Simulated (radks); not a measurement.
Results of a calculation; reference values are marked as such.
Problem. Radial electron density D(r) = 4 pi r^2 rho(r) of an atom or ion with 32 electrons. Code: a radial shooting solver on a logarithmic mesh with Libxc functionals. Model: non-relativistic Kohn-Sham, PBE, spin-polarised, spherical densities, point nucleus.

r (bohr)   D(r) (e/bohr)   spin D(r)
0.0009499          1.079  -0.0000207
0.001217           1.723  -0.0000317
0.001547           2.689  -0.0000461
0.001983           4.216  -0.0000631
0.002541           6.525  -0.0000734
0.00323            9.803  -0.0000500
0.00414            14.62   0.0000864
0.005305           21.22    0.000541
0.006798           29.77     0.00181
0.008642           39.63     0.00492
0.01107            50.46      0.0125
0.01419            60.04      0.0296
0.01804            65.77      0.0639
0.02312            66.27       0.131
0.02963            62.21       0.248
0.03766            58.54       0.409
0.04826            61.59       0.588
0.06185            73.38       0.670
0.07925            85.20       0.514
0.1007             84.16       0.163
0.1291             69.94   -0.000581
0.1654             60.60       0.538
0.2103             66.69        1.35
0.2695             69.97        1.16
0.3454             50.77      0.0813
0.4391             25.33       0.680
0.5626             12.97        3.28
0.721              8.808        3.96
0.9239             3.726        1.89
1.175             0.7064       0.380
1.505            0.04356      0.0251
1.929          0.0007043    0.000438

What is the nuclear charge?

Solution. Z = 53. The innermost maximum, from 1s, lies near 1/Z = 0.0189 bohr (found: 0.0208), and its height grows with Z. The density is that of the iodine ion I21+ in [Ar] 3d10 4s2 4p2; the configuration itself is not fixed sharply by these data, and Z only to a few units. D(r) has 3 maxima, at r = 0.0208, 0.0879, 0.251 bohr, and minima at 0.0392, 0.167 bohr, inside which lie 2.00, 11.29 electrons.
